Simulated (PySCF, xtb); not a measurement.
Si(I)(Me)2(OH) (C2H7IOSi), SMILES C[Si](C)(O)I.

GFN2-xTB run with xtb at its own geometry gives an orbital gap of 5.96 eV and a dipole moment of 7.40 D.

The structure is a stationary point at PBE0-D3(BJ)/def2-SVP. A frequency run showed that this geometry is not a minimum. The def2 effective core potentials stand for the cores of I; spin–orbit coupling is left out. Other conformers were not sampled.

### Question
What does ωB97X/def2-TZVP (PySCF) give? (The exact figures need the calculation; the answer reports its results.)

### Answer
gap 11.84 eV (levels -9.55 and 2.28 eV), dipole 3.50 D.
